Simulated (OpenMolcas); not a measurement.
**Ar4+: effect of the active space**

```json
{"Program": "OpenMolcas 26.06", "Method": "MS-CASPT2 or its RAS form, IPEA 0.25 Eh, imaginary shift 0.1 Eh", "Basis": "ANO-RCC-VQZP", "Scalar Hamiltonian": "DKH2, point nucleus", "Spin-orbit coupling": "state interaction with AMFI integrals over the reference wave functions, term energies averaged over their components"}
```

A. 4 electrons in 4 orbitals (3s 3p); 2S+1 = 3 even, 6 roots; 2S+1 = 1 even, 11 roots; 2S+1 = 5 odd, 1 root; 2S+1 = 3 odd, 9 roots; 2S+1 = 1 odd, 8 roots; closed shells correlated: 2s 2p; CASPT2 step roughly 3 core-seconds
B. 4 electrons in 8 orbitals (3s 3p 4s 4p); 2S+1 = 3 even, 6 roots; 2S+1 = 1 even, 11 roots; 2S+1 = 5 odd, 1 root; 2S+1 = 3 odd, 9 roots; 2S+1 = 1 odd, 8 roots; closed shells correlated: 2s 2p; CASPT2 step of the order of 13 core-seconds
C. 4 electrons in 9 orbitals (RAS2 3s 3p; RAS3 3d, at most 2 electrons); 2S+1 = 3 even, 6 roots; 2S+1 = 1 even, 12 roots; 2S+1 = 5 odd, 1 root; 2S+1 = 3 odd, 9 roots; 2S+1 = 1 odd, 8 roots; closed shells correlated: 2s 2p; CASPT2 step roughly 19 core-seconds

Energies in cm-1 above 3s2 3p2 3P0, the measured ground level; measured values from Saloman, J. Phys. Chem. Ref. Data 39, 033101 (2010).

```csv
Level,A,B,C,Measured
3s2 3p2 3P0,0.0,0.0,0.0,0.0
3s2 3p2 3P1,694,693,674,763
3s2 3p2 3P2,1859,1862,1820,2029
3s2 3p2 1D2,15640,16130,16330,16299
3s2 3p2 1S0,36200,36880,38110,37912
3s 3p3 5S* 2,82420,82990,84330,
3s 3p3 3D* 2,119730,119860,122490,121675
3s 3p3 3D* 1,119740,119820,122470,121629
3s 3p3 3D* 3,119780,119960,122590,121803
3s 3p3 3P* 0,143290,143410,142840,
3s 3p3 3P* 1,143310,143460,142840,
3s 3p3 3P* 2,143340,143550,142820,
3s 3p3 1D* 2,176220,175290,159840,154211
```

Deviations, from unrounded energies. A percentage is the sum of absolute deviations over the sum of measured energies, with the sign that they share, or ± where signs differ.

| Against measurement | Levels | A | B | C |
| --- | --- | --- | --- | --- |
| mean absolute deviation (cm-1) | 8 | 3800 | 3500 | 1100 |
| fine structure of the ground term (%) | 2 | -8.5 | -8.5 | -10.7 |
| other terms of the ground configuration (%) | 2 | -4.4 | -2.2 | +0.4 |
| other configurations (%) | 4 | ±5.4 | ±5.1 | +1.6 |

C lies closest to measurement on these levels and A furthest from it. The largest miss of C in the table is 3s 3p3 1D* 2, by +5600 cm-1. The ranking rests on the paired levels alone, and a cruder setting can come out closer through cancelling errors.

Among A to C the level of the table that moves most is 3s 3p3 1D* 2, by 16000 cm-1 (lowest in C, highest in A). Moves below CASPT2's spread within the term are not significant.

CASPT2 does not keep the components of a term degenerate, so their means are used; among the terms shown or strongly mixed into the levels shown the widest spread is 1400 cm-1 (3s 3p3 1D*, A). Over all roots computed the reference weight is 0.86 to 0.99 in A, 0.85 to 0.99 in B; the roots of lowest weight are the least certain, and an intruder state may touch them. Terms of s pⁿ other than that of highest spin mix with s² pⁿ⁻² d, which this space lacks; all of them can be thousands of cm-1 off, and some have no real level of that name (holds for A; B). Active for correlation alone: 4p 4s; no level in the range computed is led by a configuration that fills them, so any true level of that kind is missing (holds for B). Configurations are named by rounded mean occupations; where the s occupation lies near a half they are strongly mixed, a name can repeat and a true partner stay unpaired (holds for C). Some terms take much of their weight from 3d, a shell meant for correlation, so their names are nominal (holds for C). Some terms mix strongly with configurations of 3d, whose occupation reaches 0.46 (3s 3p3 1D*) (holds for C). Measured partners are found by configuration, term and J. A level has none where our copy of the source lacks it or the pairing is in doubt (some pairs that miss far off the trend of their configuration count as doubtful), and it then counts in no deviation. Levels of configurations outside the active space are missing. The table leaves out levels that lie high or whose names do not pair safely across all columns.

* marks odd parity.
